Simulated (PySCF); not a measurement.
Computed IR spectrum (relative IR intensity) of a molecule CH3Si, multiplicity 2. Geometry: ωB97X-D3(BJ)/def2-TZVP. One conformer was computed; it need not be the lowest. Calculation: ωB97X-D3(BJ)/def2-TZVP (PySCF). Frequencies are harmonic and unscaled.

ν (cm⁻¹): 247 (s), 411 (s), 616 (s), 691 (m), 963 (s), 1107 (w), 2284 (m), 2289 (vs), 3369 (m) (against the strongest line: vs over 80 %, s over 45 %, m over 15 %, w over 4 %, vw less)

Task: Which molecule gave these data?
A. C=[SiH]
B. C[Si]
C. [CH]=[SiH2]

Result: C, [CH]=[SiH2]
